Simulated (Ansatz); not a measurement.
Start from `C=C[Te][SiH3]` and change one atom or group to get `C=C[Te][SiH2]C`.

Ansatz, PBE0-D4/def2-TZVP geometries, multiplicity 1. Each molecule was computed in one conformer, which needn't be the lowest.

Elements past krypton have def2 core potentials.

| property | `C=C[Te][SiH3]` |
| --- | --- |
| ideal-gas entropy at 298 K and 1 bar (rigid rotor, harmonic PBE0-D4/def2-TZVP) / J/(mol·K) | 364 |
| size of the dipole moment (PBE/def2-TZVPP) / D | 0.75 |
| size of the dipole moment (ωB97M-V/def2-TZVPP) / D | 0.83 |
| zero-point energy (PBE0-D4/def2-TZVP) / kJ/mol | 175.7 |
| HOMO–LUMO gap (PBE0/def2-TZVPP) / eV | 5.44 |
| LUMO energy (PBE/def2-TZVPP) / eV | -1.58 |

**Question.** Give the same properties after the change, and the shifts. (Best estimate.)

**Answer.** The calculation gave: 
| property | `C=C[Te][SiH2]C` | shift |
| --- | --- | --- |
| ideal-gas entropy at 298 K and 1 bar (rigid rotor, harmonic PBE0-D4/def2-TZVP) / J/(mol·K) | 402 | 38 |
| size of the dipole moment (PBE/def2-TZVPP) / D | 1.44 | 0.69 |
| size of the dipole moment (ωB97M-V/def2-TZVPP) / D | 1.52 | 0.69 |
| zero-point energy (PBE0-D4/def2-TZVP) / kJ/mol | 252.3 | 76.6 |
| HOMO–LUMO gap (PBE0/def2-TZVPP) / eV | 5.53 | 0.09 |
| LUMO energy (PBE/def2-TZVPP) / eV | -1.40 | 0.18 |

With PBE0 the HOMO rises by 0.13 eV and the LUMO rises by 0.22 eV, so the gap widens by about 0.09 eV. PBE moves the HOMO by 0.12 eV and ωB97M-V by 0.12 eV. The zero-point energy changes by 76.6 kJ/mol with +9 modes. Dipoles are sizes alone; their direction can turn. Modes under 60 cm⁻¹, often nearly free rotors, make the harmonic entropy too high.

Spin–orbit coupling is left out; it splits and shifts lone-pair levels of the heavy atoms by tenths of an eV.
